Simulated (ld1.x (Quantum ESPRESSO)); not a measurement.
## Cs (Z = 55), TM: configuration errors across variants

Cs (Z = 55), norm-conserving Troullier–Martins (Kleinman–Bylander form), made with ld1.x (Quantum ESPRESSO) 7.5 (PBE, fully relativistic). Core [Kr] 4d10, reference 5s2 5p6 5d0 6s1 6p0. Waves: 5s (bound): rc 3.00 bohr; 5p (bound): rc 3.15 bohr; 5d (bound, empty): rc 4.20 bohr; 4f channel at 0.2 Ry: rc 3.35 bohr. Local part: all-electron potential smoothed inside 2.30 bohr (lloc = -1). Core correction: none.

Open shells are filled in proportion to 2j + 1 (rel_dist='average').

Occupied shells without a wave of their own: 6s. They enter only through the test configuration that unscreens the potential.

All-electron excitation energies from the reference (eV): (1) 5s2 5p6 5d0 6s0 6p0 3.863; (2) 5s2 5p6 5d0 6s0.5 6p0 1.470; (3) 5s2 5p6 5d0 6s0 6p1 1.368; (4) 5s2 5p6 5d1 6s0 6p0 1.672; (5) 5s1 5p6 5d0 6s1 6p0 31.653; (6) 5s2 5p6 5d0.5 6s0.5 6p0 0.843; (7) 5s2 5p5 5d0 6s1 6p0 17.909.

For the base: The 6s level has no wave, so the channel is fitted at the deeper level alone: the likely source of the large errors.

On the changes marked as counting shells twice: ld1.x takes every shell without a wave as core, so the model core holds the marked electrons as well and exchange and correlation see them twice. This cancels in the reference configuration, but the file is broken for other ones, and its errors say nothing about a proper core correction.

Tests that are not counted but printed errors over 1 eV. “local potential the p channel”: 5s2 5p6 5d0 6s0 6p1 (solver errors, printed error -1.3 eV). “wave 5s (bound): rc 3.00 bohr becomes 5s (bound): rc 4.16 bohr”: 5s1 5p6 5d0 6s1 6p0 (solver errors, printed error -5.8 eV); 5s2 5p5 5d0 6s1 6p0 (solver errors, printed error -5.3 eV).

2 further variants failed, have other tests or another functional or relativity, and are left out.

The file “local potential the p channel” misses its own reference levels by 1.1 eV. The file “wave 5s (bound): rc 3.00 bohr becomes 5s (bound): rc 4.16 bohr” misses its own reference levels by 0.8 eV.

Errors AE − PS in meV (a dash: test not solved or not reliable):

| change | (1) | (2) | (3) | (4) | (5) | (6) | (7) | bound ghosts |
| --- | --- | --- | --- | --- | --- | --- | --- | --- |
| base | -474 | -178 | -303 | -278 | +209 | -135 | +154 | none |
| local potential the p channel | -138 | -54 | – | -84 | -16 | -41 | +49 | not determined |
| type PAW; waves now 5s (bound): rcut 2.60, rcutus 3.00 bohr; 6s (bound): rcut 2.60, rcutus 3.00 bohr; 5p (bound): rcut 2.75, rcutus 3.15 bohr; 6p (bound): rcut 2.75, rcutus 3.15 bohr; 5d (bound): rcut 3.65, rcutus 4.20 bohr; 5d channel at 2.35 Ry: rcut 3.65, rcutus 4.20 bohr; 4f channel at 0.2 Ry: rcut 2.90, rcutus 3.35 bohr; 4f channel at 0.95 Ry: rcut 2.90, rcutus 3.35 bohr; local potential all-electron potential smoothed inside 2.85 bohr (lloc = -2); core correction a·sin(br)/r model core, default radius (ld1.x builds one for every PAW set, though the input has nlcc=.false.); augmentation BESSEL, radius 2.80 bohr | 0.0 | 0.0 | +0.1 | 0.0 | -13 | -0.1 | -8.4 | not determined |
| wave 4f channel at 0.2 Ry: rc 3.35 bohr becomes 4f channel at 3.85 Ry: rc 3.35 bohr | -474 | -178 | -303 | -278 | +209 | -135 | +154 | none |
| all radii scaled by about 1.37 (s 4.10, p 4.30, d 5.74, f 4.58 bohr); local potential all-electron potential smoothed inside 3.14 bohr (lloc = -1) | +137 | +55 | +127 | +87 | -151 | +43 | +40 | none |
| wave 4f channel at 0.2 Ry: rc 3.35 bohr becomes 4f channel at 0.2 Ry: rc 2.56 bohr | -474 | -178 | -303 | -278 | +209 | -135 | +154 | none |
| wave 5d (bound): rc 4.20 bohr becomes 5d (bound): rc 3.08 bohr | -474 | -178 | -303 | -278 | +209 | -135 | +154 | none |
| core correction full core density, not smoothed (it rises at the typed radius of 2.62 bohr, so ld1.x skipped the fit) (6s counted twice) | -582 | -207 | -349 | -298 | +173 | -141 | +115 | none |
| wave 5s (bound): rc 3.00 bohr becomes 5s (bound): rc 4.16 bohr | -1500 | -556 | -1049 | -926 | – | -433 | – | none |

(1) Give the same row for: wave 5p (bound): rc 3.15 bohr becomes 5p (bound): rc 4.34 bohr.

Results:

(1) -475, -178, -309, -279, +205, -135, +161; bound ghosts: none.
